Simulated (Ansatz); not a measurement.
Reaction (formal exchange of groups at the Al–Si bond): `C[O][AlH][SiH2][SiH3]` + GeH₄ → `C[O][AlH][GeH3]` + disilane

Computed with Ansatz on PBE0-D4/def2-TZVP structures; ΔE is electronic, products minus reactants. CCSD(T)/CBS adds triple-zeta CCSD(T) − MP2 to the extrapolated MP2 energy (def2 sets, frozen cores). Functionals use def2-TZVPP. For Ge outer-core shells are correlated without core-valence functions, which leaves a few kJ/mol of doubt a bond. Scalar relativity is left out up to krypton. One conformer a species, not always the lowest.

| level | ΔE (kJ/mol) |
| --- | --- |
| r2SCAN-D4 | -11.7 |
| PBE0-D4 | -9.5 |
| ωB97M-V | -16.1 |
| r2SCAN | -12.9 |
| PBE0 | -12.4 |
| CCSD/def2-TZVPP | -15.3 |
| SCS-MP2/def2-QZVPP | -16.5 |
| HF/CBS(def2) | -19.8 |

(1) What does CCSD(T)/CBS give? (Estimate.)

Largest T1 diagnostic among the species: 0.014.

## Answers

(1) Computed: -15.0 kJ/mol. The listed levels differ from it by 3.3, 5.5, -1.1, 2.1, 2.6, -0.3, -1.5, -4.8 kJ/mol.

The D4 term adds +4.5 kJ/mol with B3LYP and +2.9 kJ/mol with PBE0; it sums over pairs of atoms, weighted by their polarisabilities, and B3LYP, whose exchange is more repulsive, gets the larger term. In def2-TZVPP, CCSD(T) changes the Hartree–Fock value by +6.8 kJ/mol (the triples alone add +1.9 kJ/mol) and MP2 by +5.4 kJ/mol.

B3LYP here is the variant with VWN-RPA as its local correlation; programs differ in this.
